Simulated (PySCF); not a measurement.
System: C$_{5}$H$_{10}$O (charge 0, singlet). 
Geometry from a B3LYP-D3(BJ)/def2-TZVP (Ansatz) optimisation:
```xyz
16

C     -2.8458    -0.2890    -0.3223
C     -1.4366    -0.6095    -0.8115
C     -0.3516     0.0296     0.0516
C      1.0540    -0.2890    -0.4349
C      2.1628     0.3166     0.3806
O      2.0079     1.0084     1.3534
H     -2.9965    -0.6454     0.6993
H     -3.6035    -0.7559    -0.9539
H     -3.0261     0.7885    -0.3252
H     -1.2934    -1.6951    -0.8296
H     -1.3227    -0.2713    -1.8469
H     -0.4568    -0.3033     1.0875
H     -0.4861     1.1142     0.0746
H      1.2333    -1.3722    -0.4619
H      1.2041     0.0410    -1.4716
H      3.1871     0.0795     0.0192
```
Charge 0, spin multiplicity 1.

Dispersion corrections to the total energy (kcal/mol) from the dftd3 and dftd4 libraries through PySCF: D3(BJ) without and D4 with the three-body term, each with the damping fitted for the functional named.

```
functional  D3(BJ)      D4
----------  ------  ------
HF          -55.41  -25.07
BHLYP        -9.16   -7.07
r2SCAN       -2.11   -1.77
B2GP-PLYP    -3.76   -2.77
BLYP        -15.04       ?
CAM-B3LYP    -5.33       ?
HSE06            ?   -5.10
```

**Question.** Complete the blanks.

**Answer.** 
- BLYP, D4: -14.76
- CAM-B3LYP, D4: -5.50
- HSE06, D3(BJ): -4.49
